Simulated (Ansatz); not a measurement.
C2H6O2Si⁺, that is Si(OAc)H3 with one electron fewer. The state is a doublet with charge 1. Geometry r2SCAN-D4/def2-SVP, that of the neutral singlet; atoms count from 1.

| atom | x (Å) | y (Å) | z (Å) |
| --- | --- | --- | --- |
| Si1 | -1.274 | 0.976 | -1.203 |
| O2 | -0.596 | 0.315 | 0.235 |
| C3 | 0.569 | -0.352 | 0.090 |
| C4 | 1.086 | -0.898 | 1.387 |
| O5 | 1.098 | -0.472 | -0.992 |
| H6 | 2.041 | -1.411 | 1.224 |
| H7 | 0.347 | -1.592 | 1.815 |
| H8 | 1.209 | -0.078 | 2.111 |
| H9 | -1.606 | -0.103 | -2.169 |
| H10 | -0.360 | 1.988 | -1.793 |
| H11 | -2.515 | 1.627 | -0.707 |

(1) Estimate the Mulliken populations from the PBE0/def2-TZVP orbitals of Ansatz.

(2) Where does the spin sit?

(3) And the Mayer bond orders between heavy atoms (over 0.3)?

## Answers

(1) 
```
atom  charge (e)  spin (α − β)
 Si1        0.21          0.00
  O2       -0.21          0.11
  C3        0.40         -0.07
  C4       -0.33          0.09
  O5        0.08          0.84
  H6        0.20          0.00
  H7        0.23          0.01
  H8        0.23          0.01
  H9        0.07          0.01
 H10        0.07          0.01
 H11        0.06          0.00
```
Mulliken values depend strongly on the basis.

(2) Summed by element: Si 0.00, O 0.95, C 0.02, H 0.03, of 1 unpaired in all. Largest on single atoms: O5 0.84, O2 0.11, C4 0.09.

(3) Si1–O2 0.86 (1.72 Å); O2–C3 1.32 (1.35 Å); C3–C4 1.00 (1.50 Å); C3–O5 1.60 (1.21 Å).
